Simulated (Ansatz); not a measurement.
`[SiH3]SC1CO1` and `[GeH3][O]C1CO1` differ in one atom or group.

Ansatz, PBE0-D4/def2-TZVP geometries, multiplicity 1. Each molecule was computed in one conformer, which needn't be the lowest.

Scalar relativity is left out up to krypton.

```tsv
property	`[SiH3]SC1CO1`
LUMO energy (ωB97M-V/def2-TZVPP) / eV	1.89
HOMO energy (ωB97M-V/def2-TZVPP) / eV	-9.55
HOMO–LUMO gap (PBE/def2-TZVPP) / eV	5.37
LUMO energy (B3LYP/def2-TZVPP) / eV	-0.08
LUMO energy (PBE/def2-TZVPP) / eV	-0.76
size of the dipole moment (B3LYP/def2-TZVPP) / D	1.32
```

Question: Give the same properties after the change, and the shifts. (Best estimate.)

Answer: The calculation gave: 
| property | `[GeH3][O]C1CO1` | shift |
| --- | --- | --- |
| LUMO energy (ωB97M-V/def2-TZVPP) / eV | 1.93 | 0.04 |
| HOMO energy (ωB97M-V/def2-TZVPP) / eV | -10.14 | -0.59 |
| HOMO–LUMO gap (PBE/def2-TZVPP) / eV | 5.59 | 0.22 |
| LUMO energy (B3LYP/def2-TZVPP) / eV | -0.10 | -0.02 |
| LUMO energy (PBE/def2-TZVPP) / eV | -0.71 | 0.05 |
| size of the dipole moment (B3LYP/def2-TZVPP) / D | 3.06 | 1.74 |

Dipoles are sizes alone; their direction can turn.

B3LYP here is the variant with VWN-RPA as its local correlation; programs differ in this.
